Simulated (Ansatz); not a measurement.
Consider the redistribution: `C[NH][Zr]([F])([F])[F]` + `[Cl][In]([Cl])[Br]` → `[F][Zr]([F])([F])[Br]` + `C[NH][In]([Cl])[Cl]`.

Isolated molecules relaxed with PBE0-D4/def2-TZVP in Ansatz; ΔE leaves out vibrations. CCSD(T)/CBS is the MP2 limit (def2-TZVPP, def2-QZVPP) plus CCSD(T) − MP2 in def2-TZVPP, frozen cores. Functionals use def2-TZVPP. B3LYP here is the variant with VWN-RPA as its local correlation; programs differ in this. HSE06 is defined as in plane-wave codes. Elements past krypton have def2 core potentials. For Br, In, Zr outer-core shells are correlated without core-valence functions, which leaves a few kJ/mol of doubt a bond. Scalar relativity is left out up to krypton. One conformer a species, not always the lowest.

```
             level  ΔE (kJ/mol)  difference from CCSD(T)/CBS
       LDA (SPW92)         19.9                         -1.2
            PBE-D4         24.7                          3.6
         revPBE-D4         26.1                          5.0
         r2SCAN-D4         23.1                          2.0
            B97M-V         23.6                          2.5
           PBE0-D4         26.9                          5.8
          B3LYP-D4         28.7                          7.6
        r2SCANh-D4         24.4                          3.3
        r2SCAN0-D4         26.2                          5.1
          HSE06-D4         27.0                          5.9
          BHLYP-D4         30.8                          9.7
      CAM-B3LYP-D4         25.9                          4.8
           ωB97X-V         23.7                          2.6
           ωB97M-V         24.9                          3.8
            B2PLYP         23.6                          2.5
          PBE-QIDH         23.4                          2.3
               PBE         24.5                          3.4
            revPBE         25.7                          4.6
              BLYP         26.8                          5.7
              PBE0         26.7                          5.6
           r2SCAN0         26.2                          5.1
             HSE06         26.8                          5.7
             BHLYP         30.2                          9.1
         CAM-B3LYP         25.7                          4.6
           LC-ωPBE         21.8                          0.7
RPA@PBE/def2-TZVPP         18.4                         -2.7
       HF/def2-SVP         44.6                         23.5
      MP2/def2-SVP         35.6                         14.5
     CCSD/def2-SVP         40.2                         19.1
  CCSD(T)/def2-SVP         37.5                         16.4
     HF/def2-TZVPP         32.3                         11.2
    MP2/def2-TZVPP         18.6                         -2.5
SCS-MP2/def2-TZVPP         20.7                         -0.4
   CCSD/def2-TZVPP         23.1                          2.0
CCSD(T)/def2-TZVPP         20.3                         -0.8
    MP2/def2-QZVPP         18.5                         -2.6
SCS-MP2/def2-QZVPP         20.8                         -0.3
      HF/CBS(def2)         30.7                          9.6
     MP2/CBS(def2)         19.4                         -1.7
    CCSD/CBS(def2)         23.9                          2.8
       CCSD(T)/CBS         21.1                            0
```

Largest T1 diagnostic among the species: 0.016.

Leaving LDA and LC-ωPBE aside and taking each functional with its dispersion term where it has one, the values spread over 7.7 kJ/mol, from r2SCAN-D4 to BHLYP-D4. LDA lies −4.6 kJ/mol from PBE without D4. At CCSD(T), def2-SVP lies +16.4 kJ/mol from the extrapolated value and def2-TZVPP −0.8 kJ/mol.

CCSD(T)/CBS has its own doubt, a few kJ/mol and more with outer-core shells, so smaller differences from it don't rank the levels.
